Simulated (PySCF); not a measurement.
## ReSe₂⁺: one-bond stretch

Method: UPBE/[Re def2-SVP with ECP60, Se def2-SVP], scalar-relativistic core potentials, density fitting, no spin–orbit coupling, PySCF.

Rigid scan from the triplet minimum (Re–Se 2.226 Å (×2); Se–Re–Se 110.6°). Coordinate: the bond from Re to the last atom (Se) scaled, the rest fixed. Energies in kJ/mol from the minimum.

(1) Predict the curve at 0.92, 0.96, 1.00, 1.05, 1.12, 1.20, 1.35, 1.55, 1.80, 2.20.

Results:

(1) 
| scale of one bond | E (kJ/mol) | dipole size (D, about the centre of mass) | ⟨S²⟩ |
| --- | --- | --- | --- |
| 0.92 | 51.8 | 1.38 | 2.03 |
| 0.96 | 11.2 | 1.35 | 2.03 |
| 1.00 | 0.0 | 1.36 | 2.05 |
| 1.05 | 12.8 | 1.40 | 2.07 |
| 1.12 | 58.5 | 1.45 | 2.17 |
| 1.20 | 122.9 | 1.34 | 2.54 |
| 1.35 | 225.4 | 1.15 | 3.25 |
| 1.55 | 310.2 | – | 3.77 |
| 1.80 | 360.4 | – | 4.12 |
| 2.20 | 383.6 | – | 4.32 |

Spin contamination is strong at 1.20, 1.35, 1.55, 1.80, 2.20, so these points are less reliable.

Open d and f shells are described by one determinant, and the ground state may have another occupation or spin. With an element this heavy the missing spin–orbit coupling can shift these numbers.

Other isomers or separated fragments may lie lower.
